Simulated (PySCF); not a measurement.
## InBr⁺: frontier orbitals

ωB97X-V at R = 2.472 Å; PySCF, scalar-relativistic core potentials, basis sets In def2-TZVPPD with ECP28, Br def2-TZVPPD. State: ²Σ⁺ (doublet), unpaired electrons σ ↑. Only the outer orbitals are listed, counted within each symmetry, core potentials removing the inner ones.

| spin | orbital | occ. | ε (eV) | on In (%) | main shells (%) |
| --- | --- | --- | --- | --- | --- |
| α | 10σ | 1 | -29.79 | 20 | 79 Br s, 19 In d |
| α | 11σ | 1 | -19.99 | 53 | 52 In s, 43 Br p |
| α | 6π | 1 | -16.64 | 5 | 95 Br p |
| α | 6π | 1 | -16.64 | 5 | 95 Br p |
| α | 12σ | 1 | -16.16 | 62 | 42 In s, 39 Br p, 19 In p |
| α | 7π | 0 | -5.73 | 97 | 96 In p |
| α | 7π | 0 | -5.73 | 97 | 96 In p |
| α | 13σ | 0 | -3.71 | 98 | 84 In p, 9 Br p, 8 In d |
| β | 10σ | 1 | -29.25 | 15 | 84 Br s, 13 In d |
| β | 11σ | 1 | -18.67 | 58 | 55 In s, 36 Br p |
| β | 6π | 1 | -16.47 | 5 | 95 Br p |
| β | 6π | 1 | -16.47 | 5 | 95 Br p |
| β | 12σ | 0 | -9.36 | 62 | 41 In s, 38 Br p, 19 In p |
| β | 7π | 0 | -5.38 | 97 | 97 In p |
| β | 7π | 0 | -5.38 | 97 | 97 In p |

Task: Which are the highest filled and the lowest empty level, where do they sit, and how wide is the gap?

Result: Highest filled α 12σ at -16.16 eV (in %: 42 In s, 39 Br p, 19 In p); lowest empty β 12σ at -9.36 eV (in %: 41 In s, 38 Br p, 19 In p); the gap at ωB97X-V is 6.80 eV.

```
bond order (Mayer)                                                                                                 : 1.06
⟨S²⟩                                                                                                               : 0.763
charge on In (Mulliken, basis-dependent)                                                                           : 1.05
charge on In (Löwdin, basis-dependent)                                                                             : 0.86
dipole moment (positive dipole points towards Br; it is taken about the centre of mass and depends on that origin) : -4.30 D
```

Spin–orbit coupling is left out. The state was picked by a PBE0 search and need not be the measured ground state.
